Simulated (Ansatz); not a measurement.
`CBOCO`, relaxed with RKS PBE0-D4/def2-TZVP in Ansatz from a PBE-D4/def2-SVP geometry. The force threshold is 0.005 eV/Å; the program also tests the step.

Charge 0, multiplicity 1.

Start:

```xyz
12

C    -2.047   -0.254    0.545
B    -0.648   -0.438   -0.139
O     0.463    0.097    0.445
C     1.736    0.053   -0.204
O     1.983    1.215   -0.921
H    -2.726    0.293   -0.147
H    -2.005    0.294    1.507
H    -2.535   -1.240    0.709
H    -0.511   -1.058   -1.189
H     1.764   -0.786   -0.932
H     2.482   -0.126    0.607
H     2.043    1.951   -0.282
```

How much energy does the relaxation release, and in how many steps? (An estimate is asked.)

Computed: 1.13 kcal/mol, in 8 steps.

Which bonds change most? (Estimate.)

Computed: B2–H9 from 1.227 to 1.206 Å; C4–H11 from 1.116 to 1.096 Å; O3–C4 from 1.429 to 1.410 Å; C4–H10 from 1.111 to 1.093 Å.

Give the relaxed structure. (Best estimate.)

The calculation gave: 
```xyz
12

C    -2.038   -0.256    0.539
B    -0.648   -0.434   -0.142
O     0.451    0.128    0.417
C     1.712    0.051   -0.209
O     2.006    1.221   -0.889
H    -2.727    0.240   -0.153
H    -1.999    0.320    1.465
H    -2.489   -1.232    0.748
H    -0.507   -1.069   -1.158
H     1.721   -0.751   -0.951
H     2.439   -0.154    0.585
H     2.078    1.937   -0.251
```
